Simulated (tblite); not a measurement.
C3H10NO2Si (doublet state).
Geometry (GFN2-xTB, Å), atoms numbered from 1 in this order:
```xyz
17
C3H10NO2Si angstrom
C     -1.8016    1.2972    0.3998
C     -0.7817    0.1608    0.4652
C     -1.2148   -1.0321   -0.3770
O      0.4483    0.6599    0.0191
Si     1.8913   -0.0850    0.0979
N      1.8080   -1.7581   -0.0955
O      2.8667    0.7798   -0.8741
H     -2.7675    0.9512    0.7560
H     -1.4729    2.1304    1.0154
H     -1.9006    1.6405   -0.6268
H     -0.6702   -0.1625    1.5101
H     -1.3811   -0.7217   -1.4059
H     -0.4143   -1.7726   -0.3641
H     -2.1258   -1.4700    0.0203
H      2.4052    0.0483    1.4809
H      2.5236   -2.2933   -0.5597
H      2.5803    1.6393   -1.1726
```

All values are computed: GFN2-xTB (tblite) harmonic vibrations without scaling, gas phase. Errors from tens to a few hundred cm⁻¹ against measured bands are possible. Modes of hydrogen on silicon can be 10 to 20 % off. One conformer, not necessarily the lowest. Open shells enter through the occupations alone, without spin polarisation, and single modes of such species can be off by tens of per cent.

Harmonic wavenumbers (cm⁻¹): 35.6, 56.1, 113.2, 181.1, 190.0, 207.8, 233.7, 256.8, 263.0, 309.9, 333.1, 429.4, 471.4, 624.9, 644.8, 733.1, 752.3, 828.9, 858.6, 918.0, 941.7, 971.2, 998.1, 1035.9, 1140.6, 1157.9, 1169.1, 1310.0, 1324.9, 1387.1, 1399.3, 1465.1, 1477.0, 1479.5, 1494.5, 2023.0, 2865.0, 2982.3, 3035.7, 3042.3, 3044.0, 3045.1, 3049.7, 3476.1, 3671.5.

A = 3760, B = 1402, C = 1125 MHz; mass 120.048 u (most abundant isotopes); point group C1, symmetry number 1; spin multiplicity 2.

Q: Zero-point energy?

A: Half the sum of the wavenumbers: 28714 cm⁻¹ = 82.10 kcal/mol.

Q: Give the ideal-gas entropy at 200 K and 1 bar in the rigid-rotor, harmonic-oscillator model (classical rotation).

A: Translation 38.31, rotation 27.19, vibration 21.25, spin (R ln 2) 1.38: S = 88.1 cal/(mol K).

Q: And Cp and H(200 K) − H(0)?

A: Cp = 30.18 cal/(mol K), of which vibrations give 22.23 (their classical limit is 45 R = 89.4); H(200 K) − H(0) = 3.89 kcal/mol without the zero-point energy, 2.30 from vibrations.

Q: How do the functions run with temperature in this model?

A: 
```
T (K)  S (cal/(mol K))  Cp (cal/(mol K))  H − H(0) (kcal/mol)  G − H(0) (kcal/mol)  ln q(vib)
  100             70.9              20.0                 1.35                -5.74       2.03
  300            102.0              39.0                 7.35               -23.26       7.75
  500            125.6              53.8                16.71               -46.11      13.08
  800            154.3              67.9                35.16               -88.26      20.32
 1000            170.1              74.1                49.38              -120.74      24.67
```

q(vib) and H(0) count from the zero-point level.

Q: Which modes carry the vibrational entropy at 200 K?

A: 35.6 cm⁻¹: 4.70; 56.1 cm⁻¹: 3.80; 113.2 cm⁻¹: 2.45; 181.1 cm⁻¹: 1.60; 190.0 cm⁻¹: 1.51; 207.8 cm⁻¹: 1.36 cal/(mol K); the other 39 give 5.82 together.

Q: Blend soft modes into free rotors: weight 1/[1 + (100 cm⁻¹/ν̃)⁴] for the oscillator and the rest for a rotor with moment μB/(μ + B), μ = h/(8π²ν), B = 10⁻⁴⁴ kg m². What vibrational entropy results?

A: 19.42 cal/(mol K) in place of 21.25, which changes −T·S at 200 K by +0.37 kcal/mol.

Hindered rotation and anharmonicity are outside this model. Other conformers, if any are populated, would add a mixing term that is left out. The structure is chiral; the term R ln 2 for an equal mix with its mirror image is left out.

On one thread, Arm Neoverse V2 (aarch64), no GPU, shared host with 48 logical CPUs at a one-minute load of 32, this took 0.49 s of wall time. The figure is for the frequency step alone.
